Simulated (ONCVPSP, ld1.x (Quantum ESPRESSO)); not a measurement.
## Potentials for C (Z = 6) compared

Generated with ld1.x 7.5 (TM, RRKJ, ultrasoft, PAW), atompaw 4.2 or ONCVPSP 4.0.1. The cutoff is in Ry: for ld1.x and atompaw files where the sum of valence levels is converged to 10 mRy in a Bessel basis, for ONCV files where the hardest occupied wave has 1 mHa per electron of residual kinetic energy. The error is the largest all-electron minus pseudo excitation energy over each file’s own four to seven test configurations (ionisations up to +4, promotions, holes and added fractions of an electron), all of which were solved. The labels leave out finer settings (local radius, basis sizes, second energies), which also bear on the numbers. Spin-polarised tests are not counted. The rows are a selection from randomly drawn settings: files with unsolved tests, undetermined cutoffs or missed reference levels are left out.

| potential | cutoff (Ry) | largest error (meV) | bound ghosts |
| --- | --- | --- | --- |
| ONCV, LDA (Perdew-Wang 92), scalar-relativistic, rc 1.25/1.25/1.65 (spd), local p, core correction yes, reference 2s2 2p2, qcut 4.7/6.4/6.2, projectors 2/0/2 | 63 | +52 | none |
| ultrasoft, PBE, scalar-relativistic, rc 1.10/1.40 (sp), local smoothed, core correction yes, reference 2s2 2p2 | 30 | +58 | none |
| ONCV, PBE, non-relativistic, rc 1.30/2.55/2.55 (spd), local smoothed, core correction yes, reference 2s2 2p1, qcut 4.2/5.4/3.5, projectors 2/2/2 | 112 | +857 | none |
| ultrasoft, LDA (PZ), non-relativistic, rc 1.05/2.30/2.30 (spd), local d, core correction yes, reference 2s2 2p2 | 25 | -136 | none |
| ultrasoft, PBE, scalar-relativistic, rc 1.50/1.65 (sp), local smoothed, core correction no, reference 2s2 2p2 | 21 | +292 | none |
| TM semilocal, LDA (PZ), scalar-relativistic, rc 1.30/2.75/2.10 (spd), local p, core correction no, reference 2s2 2p1 | 35 | +935 | none |
| PAW, PW91, non-relativistic, rc 1.15/1.50/1.60 (spd), local smoothed, core correction yes, reference 2s2 2p1.5 | 25 | -16 | none |

Task: Fill in the row for C: TM, PBE, scalar-relativistic, rc 1.15/2.25 (sp), local smoothed, core correction yes, reference 2s2 2p2.

Result: cutoff 35 Ry, largest error +836 meV, bound ghosts: none.
